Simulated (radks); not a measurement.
Task: Species: F III. Configuration: 2s2 2p3 3s2 (not the ground configuration). Calculated with a radial shooting solver on a logarithmic mesh with Libxc functionals: non-relativistic Kohn-Sham, BLYP, spin-polarised, spherical densities, point nucleus; open shells are filled with parallel spins first. Some entries of the table are withheld. Estimate them.

orbital,occ.,eigenvalue (eV),<1/r> (bohr^-1)
2s up,1,(1),1.942
2s down,1,(2),1.872
2p up,3,-96.7335,(3)
2p down,0,-85.4388,(4)
3s up,1,(5),0.6000
3s down,1,(6),0.5839

Result: 
(1) 2s up eigenvalue (eV): -108.9152
(2) 2s down eigenvalue (eV): -101.2270
(3) 2p up <1/r> (bohr^-1): 1.951
(4) 2p down <1/r> (bohr^-1): 1.858
(5) 3s up eigenvalue (eV): -23.9455
(6) 3s down eigenvalue (eV): -23.2911
